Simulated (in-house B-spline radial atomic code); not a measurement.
Yb⁺. Computed with a B-spline radial atomic code. Model: non-relativistic spherical atom: semilocal Troullier-Martins pseudo-atom, one channel per l, against all electrons, high spin, G0W0 and RPA with empty states to l = 8, local potential for every l without a channel, a model core (radius 0 = none) keeps its share of the functional.

Without relativity these are model numbers for so heavy an element.

What the tables leave out is listed at the end.

The pseudopotential gives back the lowest level of each angular momentum of its own functional in the configuration it was made in; a second state of the same l is only approximately right. Exact exchange, RPA and GW see the smooth pseudo-orbitals and miss the exchange with the core, for which the functional's share stands in. The column with an uncorrelated core keeps all orbitals and exact exchange, and so separates missing core correlation from pseudisation. Only the three outermost levels and the lowest empty one were computed. RPA here is direct RPA, with no exchange kernel, and its energies carry an (l + 1/2)⁻⁴ tail. A hybrid on a potential with a model core restores only its own semilocal share of the core's exchange.

Command:
```bash
python run_psgw.py task.json out
```
Settings (lengths in bohr, energies in hartree):
```
Z                      70
electrons              69
configuration          [Xe] 4f14 6s1
generated_in           [Xe] 4f14 6s2
functional             pbe,pbe
core_shells            10
radius_factor          0.8
core_correction        True
ion_configuration      [Xe] 4f14
```

Cost of the run: 96 s on 1 thread of Arm Neoverse N1, on a shared host.

Given: made with PBE; model core radius 0.706 bohr; local radius 1.296 bohr; mean-field start PBE.

Valence shells of the generating configuration: 5p, 4f, 6s.

Channel: s 2.862, p 1.02, d 1.573, f 1.291 (radii in bohr).

Computed: largest level miss in the spin-unpolarised generating configuration 0.001 eV; valence RPA correlation energy all-electron orbitals -1.6951 hartree; valence RPA correlation energy pseudo -2.4865 hartree; all-electron RPA polarisability, core included 54.435 bohr³; pseudo-atom RPA polarisability 54.461 bohr³; ionisation by mean-field all-electron 11.446 eV; ionisation by RPA pseudo minus all 0.493 eV.

| level | occupied | mean-field all-electron (eV) | mean-field pseudo minus all (eV) | G0W0 all-electron (eV) | G0W0 uncorrelated core minus all (eV) | G0W0 pseudo minus all (eV) | exchange self-energy all-electron (eV) | exchange self-energy pseudo (eV) |
| --- | --- | --- | --- | --- | --- | --- | --- | --- |
| 6s up | 1 | -8.8637 | 0.002 | -11.732 | -0.009 | -0.312 | -8.229 | -8.0256 |
| 6s down (empty) | 0 | -7.8762 | 0.003 | -6.3099 | -0.008 | -0.366 | -1.9365 | -1.7674 |

(1) What is the ionisation by mean-field pseudo minus all?

(2) What is the ionisation by RPA all-electron?

Given: mean-field start PBE0.

Computed: valence RPA correlation energy all-electron orbitals -1.6007 hartree; all-electron RPA polarisability, core included 47.069 bohr³; pseudo-atom RPA polarisability 42.926 bohr³; ionisation by mean-field all-electron 11.254 eV; ionisation by mean-field pseudo minus all 0.294 eV; ionisation by RPA all-electron 11.606 eV.

```tsv
level	occupied	mean-field all-electron (eV)	mean-field pseudo minus all (eV)	G0W0 all-electron (eV)	G0W0 uncorrelated core minus all (eV)	G0W0 pseudo minus all (eV)	exchange self-energy all-electron (eV)	exchange self-energy pseudo (eV)
6s up	1	-9.3826	-0.225	-11.659	-0.006	-0.423	-8.0583	-8.3066
6s down (empty)	0	-7.0712	-0.216	-5.9655	-0.004	-0.315	-1.6977	-1.7579
```

(3) What is the valence RPA correlation energy pseudo?

(4) What is the ionisation by RPA pseudo minus all?

## Answers

(1) 0.006 eV.

(2) 11.771 eV.

(3) -2.4194 hartree.

(4) 0.503 eV.

Among the listed levels the largest G0W0 shift of the pseudo-atom is -0.42 eV, for 6s up on the PBE0 start, while leaving the core uncorrelated moves that level by -0.01 eV. So pseudisation and the lost core exchange, not the missing core correlation, make the error. Not in the tables (levels of low weight, unsolved or above zero; the highest and the empty levels are kept at any weight): on PBE the G0W0 levels 4f down (pseudo minus all +7.91 eV, weights 0.81 and 0.19), 4f up (pseudo minus all +7.88 eV, weights 0.81 and 0.02); on PBE0 the G0W0 levels 4f up (pseudo minus all +7.79 eV, weights 0.84 and 0.71), 4f down (pseudo minus all +7.78 eV, weights 0.84 and 0.71); no Hartree-Fock pseudo-atom is run with a model core.
